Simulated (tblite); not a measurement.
C₅H₁₂O₂Si.
Cartesian coordinates in Å at the GFN2-xTB level; atoms count from 1:
```xyz
20
C5H12O2Si angstrom
C      1.634    1.658   -1.278
O      1.645    0.322   -0.821
C      1.227    0.162    0.493
C      0.389   -1.059    0.708
Si     0.124   -1.969   -0.925
C     -0.224    0.311    0.848
O     -1.119    0.794   -0.098
C     -2.435    0.333    0.108
H      2.301    2.282   -0.672
H      1.993    1.632   -2.305
H      0.623    2.073   -1.246
H      1.954    0.494    1.236
H      0.535   -1.623    1.619
H     -0.581   -1.168   -1.918
H     -0.707   -3.139   -0.584
H      1.420   -2.420   -1.422
H     -0.443    0.657    1.861
H     -2.484   -0.760    0.058
H     -2.816    0.665    1.081
H     -3.041    0.765   -0.686
```

Computed values, GFN2-xTB/tblite, gas phase, harmonic and unscaled. Errors from tens to a few hundred cm⁻¹ against measured bands are possible. Modes of hydrogen on silicon can be 10 to 20 % off. One conformer, not necessarily the lowest.

Harmonic wavenumbers (cm⁻¹): 85.3, 110.8, 121.9, 140.5, 162.9, 187.8, 208.5, 221.8, 252.9, 346.1, 448.5, 511.4, 582.4, 604.7, 633.5, 741.5, 776.7, 795.4, 808.4, 846.0, 866.8, 991.2, 1021.8, 1037.1, 1049.4, 1071.5, 1082.9, 1123.2, 1133.2, 1137.5, 1162.2, 1189.8, 1229.2, 1275.9, 1304.1, 1394.2, 1401.2, 1412.6, 1465.5, 1466.2, 1482.5, 1484.4, 2168.1, 2294.2, 2312.9, 2906.7, 2916.3, 2916.9, 2931.3, 2934.1, 2965.2, 3025.2, 3027.9, 3051.3.

A = 1872, B = 1605, C = 1147 MHz; mass 132.061 u (most abundant isotopes); point group C1, symmetry number 1.

Problem. What is the zero-point energy?

Solution. Half the sum of the wavenumbers: 34410 cm⁻¹ = 411.63 kJ/mol.

Problem. Give the ideal-gas entropy at 350 K and 1 bar in the rigid-rotor, harmonic-oscillator model (classical rotation).

Solution. Translation 173.09, rotation 123.02, vibration 146.78: S = 442.9 J/(mol K).

Problem. And Cp and H(350 K) − H(0)?

Solution. Cp = 191.77 J/(mol K), of which vibrations give 158.52 (their classical limit is 54 R = 449.0); H(350 K) − H(0) = 39.60 kJ/mol without the zero-point energy, 27.96 from vibrations.

Problem. How do the functions run with temperature in this model?

Solution. 
```tsv
T (K)	S (J/(mol K))	Cp (J/(mol K))	H − H(0) (kJ/mol)	G − H(0) (kJ/mol)	ln q(vib)
50	238.4	52.4	1.93	-9.99	0.20
100	285.1	83.5	5.39	-23.12	1.21
298.15	414.0	168.5	30.25	-93.19	6.62
373.15	455.5	201.8	44.15	-125.81	8.68
500	521.7	251.1	72.99	-187.84	12.14
750	637.7	320.5	145.11	-333.15	18.76
1000	736.5	365.6	231.26	-505.25	24.95
```

q(vib) and H(0) count from the zero-point level.

Problem. Blend soft modes into free rotors: weight 1/[1 + (100 cm⁻¹/ν̃)⁴] for the oscillator and the rest for a rotor with moment μB/(μ + B), μ = h/(8π²ν), B = 10⁻⁴⁴ kg m². What vibrational entropy results?

Solution. 141.92 J/(mol K) in place of 146.78, which changes −T·S at 350 K by +1.70 kJ/mol.

Problem. Which modes carry the vibrational entropy at 350 K?

Solution. 85.3 cm⁻¹: 17.07; 110.8 cm⁻¹: 14.92; 121.9 cm⁻¹: 14.15; 140.5 cm⁻¹: 12.99; 162.9 cm⁻¹: 11.80; 187.8 cm⁻¹: 10.67 J/(mol K); the other 48 give 65.17 together.

Problem. What must be added to the electronic energy to get the Gibbs energy at 350 K and 1 bar?

Solution. ZPE + [H(350 K) − H(0)] − T·S = 411.63 + 39.60 − 155.01 = 296.22 kJ/mol.

Hindered rotation and anharmonicity are outside this model. Other conformers, if any are populated, would add a mixing term that is left out. The structure is chiral; the term R ln 2 for an equal mix with its mirror image is left out.

Time: 0.63 s of wall time. Hardware: one thread, Arm Neoverse V2 (aarch64), shared host with 32 logical CPUs at a one-minute load of 18. This covers the Hessian and the dipole derivatives.
